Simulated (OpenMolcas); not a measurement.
## Pd5+: moving or changing the point charges

Pd5+ among 6 point charges of -1.7 e arranged as an octahedron (Oh), 2.1 Å from the ion.
```
   2.1000    0.0000    0.0000  -1.70
   0.0000    2.1000    0.0000  -1.70
  -2.1000    0.0000    0.0000  -1.70
   0.0000   -2.1000    0.0000  -1.70
   0.0000    0.0000    2.1000  -1.70
   0.0000    0.0000   -2.1000  -1.70
```

```
Program             : OpenMolcas 26.06
Method              : CASSCF
Basis               : ANO-RCC-VTZP [7s6p4d2f1g]
Scalar Hamiltonian  : DKH2, point nucleus
Active space        : 5 electrons in 5 orbitals (4d)
State averaging     : 2S+1 = 6 even, 1 root; 2S+1 = 4 even, 24 roots; 2S+1 = 2 even, 75 roots
Spin-orbit coupling : state interaction with AMFI integrals over the reference wave functions
```

Runs around this geometry, states (labels of O, the rotations of Oh). Energies in cm-1 above the lowest state or level, χT in cm3 K/mol; 10Dq and B are least-squares fits to the states below 45000 cm-1, weighted by degeneracy, with a free offset, and given where the rms deviation is under 5 % of |10Dq| (or 100 cm-1) and under 700 cm-1.

```tsv
R (Å)	q (e)	Ground state	10Dq	B (rms of fit)	First gap with spin-orbit (degeneracies)	χT at 300 K	First state of another spin
2.1	-1.1	6A1	2049	1079 (41)	0.1 (2, 4)	4.363	4T1 32327
1.93	-1.7	6A1	4835	1080 (85)	0.4 (2, 4)	4.362	4T1 30466
2.1	-1.7	6A1	3179	1079 (61)	0.2 (2, 4)	4.363	4T1 31667
2.32	-1.7	6A1	1932	1080 (38)	0.1 (2, 4)	4.363	4T1 32387
```

Taking |10Dq| as R^-n, n = -ln(1932 / 4835) / ln(2.32 / 1.93) = 5.0 between the shortest and longest distance. The point-charge formula for a cubic d site gives n = 5.

Scaling the charges by -1.1 / -1.7 = 0.65 scales |10Dq| by 2049 / 3179 = 0.64; with fixed orbitals a first-order splitting would follow the charge.

Without dynamic correlation the repulsion within the d shell is too large (B by tens of per cent), so at a given field states of lower spin stand too high. Point charges give a weaker field than real ligands, and real ions of this kind are as a rule low spin; the high spin found here belongs to the model. This field is weak: 10Dq is about 2049 cm-1, while octahedral complexes of 4d ions of charge 3 and more, computed by the same method with explicit ligands, had a median near 25000 cm-1. Ground spin and moment need not be those of a real site (figures for R = 2.1, q = -1.1; the like holds for R = 1.93, q = -1.7, R = 2.1, q = -1.7, R = 2.32, q = -1.7). Point charges carry no covalency, so the field is a model and not that of real ligands. No measured value stands beside these numbers.
